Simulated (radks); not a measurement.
The numbers below are computed, except where a source is named.
All-electron atom: Ga2+ in [Ar] 3d10 4s1.

Code: a radial shooting solver on a logarithmic mesh with Libxc functionals. Model: scalar-relativistic Kohn-Sham, PBEsol, spin-polarised, spherical densities, finite nucleus; open shells are filled with parallel spins first; Fermi nuclear charge, rms radius 3.9973 fm.

Energy parts (eV):
| part | energy |
|---|---|
| total | -52830.301 |
| kinetic | 53723.760 |
| electron-nucleus | -126779.910 |
| Hartree | 22226.444 |
| exchange-correlation | -2000.596 |

Orbitals (lengths in bohr, moments of r in powers of bohr; r(max) is where P^2 peaks):
| orbital | occ. | eigenvalue (eV) | <r^2> | r(max) | <1/r> | <r^4> |
|---|---|---|---|---|---|---|
| 1s up | 1 | -10241.57 | 0.003182 | 0.03180 | 31.28 | 0.00002605 |
| 1s down | 1 | -10241.50 | 0.003182 | 0.03180 | 31.28 | 0.00002605 |
| 2s up | 1 | -1281.380 | 0.05605 | 0.1825 | 6.841 | 0.005449 |
| 2s down | 1 | -1281.368 | 0.05605 | 0.1825 | 6.841 | 0.005450 |
| 2p up | 3 | -1118.449 | 0.04462 | 0.1465 | 6.712 | 0.004013 |
| 2p down | 3 | -1118.427 | 0.04463 | 0.1465 | 6.712 | 0.004014 |
| 3s up | 1 | -168.1131 | 0.4921 | 0.5649 | 2.182 | 0.3936 |
| 3s down | 1 | -168.0540 | 0.4913 | 0.5649 | 2.183 | 0.3915 |
| 3p up | 3 | -119.0370 | 0.5457 | 0.5671 | 2.028 | 0.5236 |
| 3p down | 3 | -118.9500 | 0.5437 | 0.5671 | 2.030 | 0.5178 |
| 3d up | 5 | -39.4635 | 0.8356 | 0.5331 | 1.654 | 1.769 |
| 3d down | 5 | -39.2063 | 0.8121 | 0.5324 | 1.666 | 1.647 |
| 4s up | 1 | -26.7301 | 4.838 | 1.780 | 0.6315 | 36.53 |
| 4s down | 0 | -25.1124 | 4.856 | 1.770 | 0.6331 | 37.07 |
| 4p up | 0 | -18.2866 | 7.038 | 2.107 | 0.5187 | 79.22 |
| 4p down | 0 | -16.6959 | 7.188 | 2.119 | 0.5149 | 83.68 |

The highest occupied level is 4s up at -26.730 eV. Spin moment in Bohr magnetons: 1. Summed over all electrons, <r^2> = 17.71 bohr^2, which gives a Langevin (diamagnetic) susceptibility term of -14 x 10^-6 cm^3/mol. The density falls to 0.001 e/bohr^3 at r = 3.28 bohr.
